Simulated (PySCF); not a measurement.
Compound: C5H8OSi.
Atom-mapped SMILES: `[CH2:1]=[C:2]1[CH2:3][O:4][SiH2:5][C:6]1=[CH2:7]`

Definitions: NICS(0) = −σiso at the ring centroid; NICS(1) = −σiso and NICS(1)zz = −σzz at ±1 Å along the ring normal z. Level: GIAO PBE0/pcSseg-1 (PySCF, non-relativistic, gas phase) on the GFN2-xTB geometry, one conformer.

Ring bond lengths (Å), with Mayer bond orders in brackets: C2–C3 1.513 (1.01), C3–O4 1.405 (0.88), O4–Si5 1.634 (1.00), Si5–C6 1.889 (0.85), C6–C2 1.465 (1.04).

Problem. What do the NICS probes read (ppm)?

Solution. 
| ring | type | NICS(0) | NICS(1), two faces | NICS(1)zz, two faces | rms pucker (Å) | centre to ring atoms, mean (Å) |
| --- | --- | --- | --- | --- | --- | --- |
| C2–C3–O4–Si5–C6 | 5-membered ring with O and Si; formal bonds all single | -2.0 | -2.2 / -2.2 | -3.5 / -3.5 | 0.00 | 1.34 |

Problem. What can be read from them?

Solution. 
- C2–C3–O4–Si5–C6: mean NICS(1)zz -3.5 ppm, shielded. C3, Si5 have four or more neighbours, and the NICS criterion for π rings isn't applied.

Problem. List the ring angles and the Hirshfeld charges of the ring atoms.

Solution. 
- C2–C3–O4–Si5–C6: C2 111.7° (-0.003 e), C3 111.9° (+0.006 e), O4 116.3° (-0.241 e), Si5 93.9° (+0.403 e), C6 106.2° (-0.100 e); sum 540.0° against 540° for a flat convex ring.
